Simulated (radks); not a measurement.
Values are calculated unless marked as measured or tabulated.
Species: the samarium ion Sm+. Configuration: [Xe] 4f5.5 6s1.5 (fractional occupations, a model configuration).

Level of theory: non-relativistic Kohn-Sham, PBE, spin-polarised, spherical densities, point nucleus; open shells are filled with parallel spins first (spin-orbit coupling, left out, can overturn this in heavy ions); relativity is left out, which matters for an element this heavy (a radial shooting solver on a logarithmic mesh with Libxc functionals).

Energy parts (eV):
part                      energy
total                 -273133.64
kinetic                273050.12
electron-nucleus      -647241.37
Hartree                107220.23
exchange-correlation    -6162.62

Orbitals (lengths in bohr, moments of r in powers of bohr; <r^-3> diverges for s and p1/2):
| orbital | occ. | eigenvalue (eV) | <r^2> | <r^4> | <r^-3> |
|---|---|---|---|---|---|
| 1s up | 1 | -44055.59 | 0.0008008 | 1.619e-06 | - |
| 1s down | 1 | -44055.58 | 0.0008008 | 1.619e-06 | - |
| 2s up | 1 | -6967.829 | 0.01278 | 0.0002756 | - |
| 2s down | 1 | -6967.775 | 0.01278 | 0.0002756 | - |
| 2p up | 3 | -6617.354 | 0.009522 | 0.0001763 | 8085 |
| 2p down | 3 | -6617.324 | 0.009521 | 0.0001763 | 8085 |
| 3s up | 1 | -1529.657 | 0.08353 | 0.01046 | - |
| 3s down | 1 | -1527.391 | 0.08340 | 0.01042 | - |
| 3p up | 3 | -1375.054 | 0.07847 | 0.009643 | 1624 |
| 3p down | 3 | -1372.985 | 0.07832 | 0.009603 | 1628 |
| 3d up | 5 | -1086.983 | 0.06318 | 0.007090 | 275.7 |
| 3d down | 5 | -1085.485 | 0.06302 | 0.007049 | 276.3 |
| 4s up | 1 | -308.6869 | 0.4228 | 0.2595 | - |
| 4s down | 1 | -304.0283 | 0.4228 | 0.2597 | - |
| 4p up | 3 | -249.1729 | 0.4483 | 0.3001 | 354.9 |
| 4p down | 3 | -244.5186 | 0.4485 | 0.3008 | 354.3 |
| 4d up | 5 | -143.6748 | 0.5185 | 0.4363 | 50.42 |
| 4d down | 5 | -139.0399 | 0.5202 | 0.4412 | 50.26 |
| 5s up | 1 | -48.0370 | 2.438 | 8.771 | - |
| 5s down | 1 | -45.8636 | 2.514 | 9.355 | - |
| 5p up | 3 | -31.9043 | 3.095 | 14.77 | 49.65 |
| 5p down | 3 | -30.1860 | 3.217 | 16.00 | 46.47 |
| 4f up | 5.5 | -17.5575 | 1.031 | 2.839 | 7.066 |
| 4f down | 0 | -13.4179 | 1.158 | 3.954 | 6.778 |
| 6s up | 1 | -8.9934 | 17.26 | 436.3 | - |
| 6s down | 0.5 | -8.4338 | 17.91 | 472.9 | - |

The highest occupied level is 6s down at -8.434 eV. The configuration is held as typed, so some empty levels lie below it. Summed over all electrons, <r^2> = 65.86 bohr^2, which gives a Langevin (diamagnetic) susceptibility term of -52.2 x 10^-6 cm^3/mol. Virial ratio -V/T = 2.00031. The spin density at the nucleus is 4.304 e/bohr^3 (1s 0.015, 2s -0.235, 3s -3.523, 4s 0.580, 5s 3.363, 6s 4.103). The electron density at the nucleus is 1.695e+05 e/bohr^3.

Run on one thread of a shared host, so times are rough (AMD EPYC 7R43 64-Core Processor): 0.19 s of CPU time, 0.19 s wall, 14 iterations on 2648 mesh points.
